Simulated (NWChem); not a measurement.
Everything below was run with NWChem. System: CCl, charge 1, spin multiplicity 1, at the geometry of a parent with another charge or spin, in a state set for the comparison that need not be this species' ground state. Level: MP2/def2-TZVPD, 6 core orbitals frozen.

Job file:

```
start mol
memory heap 200 mb stack 900 mb global 1100 mb
charge 1
geometry units angstroms nocenter noautoz
  C      0.000000     0.000000     1.238670
  Cl     0.000000     0.000000    -0.437178
  symmetry group C2v
end
basis spherical
  * library def2-tzvpd
end
scf
  rhf
  nopen 0
  maxiter 100
  thresh 1e-7
  semidirect memsize 60000000 filesize 0
end
mp2
  freeze core 6
end
task mp2 energy
```

Part of the output:

```
             Northwest Computational Chemistry Package (NWChem) 7.3.0
             --------------------------------------------------------

                                NWChem Input Module
                                -------------------

 Scaling coordinates for geometry "geometry" by  1.889725989
 (inverse scale =  0.529177249)

 Turning off AUTOSYM since
 SYMMETRY directive was detected!

                             Geometry "geometry" -> ""
                             -------------------------

 Output coordinates in angstroms (scale by  1.889725989 to convert to a.u.)

  No.       Tag          Charge          X              Y              Z
 ---- ---------------- ---------- -------------- -------------- --------------
    1 C                    6.0000     0.00000000     0.00000000     1.23867000
    2 Cl                  17.0000     0.00000000     0.00000000    -0.43717800

 Effective nuclear repulsion energy (a.u.)      32.2082190019

            Nuclear Dipole moment (a.u.)
            ----------------------------
        X                 Y               Z
 ---------------- ---------------- ----------------
     0.0000000000     0.0000000000    -0.0000113384

      Symmetry information
      --------------------

 Group name             C2v
 Group number             16
 Group order               4
 No. of unique centers     2

      Symmetry unique atoms

     1    2


 Summary of "ao basis" -> "" (spherical)
 ------------------------------------------------------------------------------
       Tag                 Description            Shells   Functions and Types
 ---------------- ------------------------------  ------  ---------------------
 *                         def2-tzvpd                 on all atoms

 Summary of "ao basis" -> "ao basis" (spherical)
 ------------------------------------------------------------------------------
       Tag                 Description            Shells   Functions and Types
 ---------------- ------------------------------  ------  ---------------------
 C                         def2-tzvpd               13       37   6s3p3d1f
 Cl                        def2-tzvpd               16       46   6s6p3d1f

                                 NWChem SCF Module
                                 -----------------

  ao basis        = "ao basis"
  functions       =    83
  atoms           =     2
  closed shells   =    11
  open shells     =     0
  charge          =   1.00
  wavefunction    = RHF
  use symmetry    = T
  symmetry adapt  = T

 Summary of "ao basis" -> "ao basis" (spherical)
 ------------------------------------------------------------------------------
       Tag                 Description            Shells   Functions and Types
 ---------------- ------------------------------  ------  ---------------------
 C                         def2-tzvpd               13       37   6s3p3d1f
 Cl                        def2-tzvpd               16       46   6s6p3d1f

      Symmetry analysis of basis
      --------------------------

        a1         37
        a2          8
        b1         19
        b2         19

 Forming initial guess at       0.1s

      Superposition of Atomic Density Guess
      -------------------------------------

 Sum of atomic energies:        -497.14923761

 Renormalizing density from      23.00 to     22

      Non-variational initial energy
      ------------------------------

 Total energy =    -483.403733
 1-e energy   =    -716.828993
 2-e energy   =     201.217041
[...]
 Vector   12  Occ=0.000000D+00  E=-2.857393D-01  Symmetry=b1
              MO Center= -7.1D-15, -3.9D-30,  8.8D-01, r^2= 1.8D+00
   Bfn.  Coefficient  Atom+Function         Bfn.  Coefficient  Atom+Function
  ----- ------------  ---------------      ----- ------------  ---------------
    10      0.420771  1 C  px                 7      0.393007  1 C  px
    13      0.321664  1 C  px                53     -0.248313  2 Cl px
    56     -0.241768  2 Cl px

 Vector   13  Occ=0.000000D+00  E=-2.857393D-01  Symmetry=b2
              MO Center=  2.4D-32, -1.8D-17,  8.8D-01, r^2= 1.8D+00
   Bfn.  Coefficient  Atom+Function         Bfn.  Coefficient  Atom+Function
  ----- ------------  ---------------      ----- ------------  ---------------
    11      0.420771  1 C  py                 8      0.393007  1 C  py
    14      0.321664  1 C  py                54     -0.248313  2 Cl py
    57     -0.241768  2 Cl py

 Vector   14  Occ=0.000000D+00  E=-1.170259D-01  Symmetry=a1
              MO Center=  4.3D-15, -2.1D-15,  1.4D-02, r^2= 5.7D+00
   Bfn.  Coefficient  Atom+Function         Bfn.  Coefficient  Atom+Function
  ----- ------------  ---------------      ----- ------------  ---------------
     5      0.655965  1 C  s                  6     -0.518092  1 C  s
    61     -0.481176  2 Cl pz                58     -0.441892  2 Cl pz
     4      0.286815  1 C  s                 12     -0.284278  1 C  pz
    42     -0.279926  2 Cl s                 55     -0.253996  2 Cl pz
     9     -0.232662  1 C  pz                15     -0.202692  1 C  pz

 center of mass
 --------------
 x =   0.00000000 y =   0.00000000 z =  -0.01704182

 moments of inertia (a.u.)
 ------------------
          89.602389536507           0.000000000000           0.000000000000
           0.000000000000          89.602389536507           0.000000000000
           0.000000000000           0.000000000000           0.000000000000

  Mulliken analysis of the total density
  --------------------------------------

    Atom       Charge   Shell Charges
 -----------   ------   -------------------------------------------------------
    1 C    6     5.30   0.87  1.11  0.76  0.99  0.14 -0.01  0.62  0.75  0.00  0.01  0.08 -0.03  0.01
    2 Cl  17    16.70   2.01  0.45  1.51  1.15  0.86  0.02  4.18  1.69  1.04  2.70  1.02 -0.00  0.02  0.04  0.01  0.01

       Multipole analysis of the density wrt the origin
       ------------------------------------------------

     L   x y z        total         open         nuclear
     -   - - -        -----         ----         -------
     0   0 0 0      1.000000      0.000000     23.000000

     1   1 0 0     -0.000000      0.000000      0.000000
     1   0 1 0      0.000000      0.000000      0.000000
     1   0 0 1      0.495125      0.000000     -0.000011

     2   2 0 0    -11.274655      0.000000      0.000000
     2   1 1 0     -0.000000      0.000000      0.000000
     2   1 0 1      0.000000      0.000000      0.000000
     2   0 2 0    -11.274655      0.000000      0.000000
     2   0 1 1      0.000000      0.000000      0.000000
     2   0 0 2     -8.167711      0.000000     44.477386

                   NWChem MP2 Semi-direct Energy/Gradient Module
                   ---------------------------------------------

  Basis functions       =     83
  Molecular orbitals    =     83
  Frozen core           =      6
  Frozen virtuals       =      0
  Active alpha occupied =      5
  Active beta occupied  =      5
  Active alpha virtual  =     72
  Active beta virtual   =     72
  Use MO symmetry       = T
  Use skeleton AO sym   = T

  AO/Fock/Back tols     =   1.0D-09  1.0D-09  1.0D-09

 GA uses MA = F    GA memory limited = T

 Available:
  local mem=  1.26D+08
 global mem=  1.44D+08
 local disk=  0.00D+00
  mp2_memr nvloc                    72
  nvloc new                    72
   1 passes of   5:        4194304                      32046                   4267707.
   1 passes of   5: M    126150251           G      144165422           F     121955947.

 Semi-direct pass number   1 of   1  for RHF alpha+beta  at        0.9s
  vrange nnbf                  3477
  mp2_eaftype                    16  avail_ma_in_mb                  1099
 EAF : mp2_eaftype filesize          16    2133854.
  mp2_eaf for mointskh                     16
Node 0 wrote     10.0 Mb in      0.0 s     Agg I/O rate:  1836.6 Mb/s
 Done moints_semi at        2.4s
  mp2_eaftype                    16  avail_ma_in_mb                  1083
 EAF : mp2_eaftype filesize          16    2133854.
  mp2_eaf for kh                    16
 Done maket at        2.4s
 Done multipass loop at        2.4s

          -------------------------------------------
          SCF energy                -496.912990514696
          Correlation energy          -0.297712576670
          Singlet pairs               -0.191161631843
          Triplet pairs               -0.106550944827
          Total MP2 energy          -497.210703091365
          -------------------------------------------

          ---------------------------------------------------
                    Spin Component Scaled (SCS) MP2
          Same spin pairs                     -0.071033963218
          Same spin scaling factor             0.333333333333
          Opposite spin pairs                 -0.226678613452
          Opposite spin scaling fact.          1.200000000000
          SCS-MP2 correlation energy          -0.295692323881
          Total SCS-MP2 energy              -497.208682838577
          ---------------------------------------------------

 -----------------------
 Performance information
 -----------------------

 Timer overhead =  1.54D-07 seconds/call

               Nr. of calls         CPU time (s)                 Wall time (s)                GFlops
             ---------------    -------------------     ------------------------------   -------------------
Name         Min   Avg   Max    Min     Avg     Max     Min     Avg     Max   Mx/calls   Min     Max     Sum
mp2: moin     1     1     1    1.5     1.5     1.5      1.5     1.5     1.5     1.5      0.0     0.0     0.0
mp2: make     1     1     1   4.03E-2 4.03E-2 4.03E-2  4.03E-2 4.03E-2 4.03E-2 4.03E-2   0.0     0.0     0.0
mp2: tota     1     1     1    1.5     1.5     1.5      1.5     1.5     1.5     1.5      0.0     0.0     0.0

 The average no. of pstat calls per process was 3.00D+00
 with a timing overhead of 4.61D-07s

 Task  times  cpu:        2.4s     wall:        2.4s

 Total times  cpu:        2.4s     wall:        2.4s
```
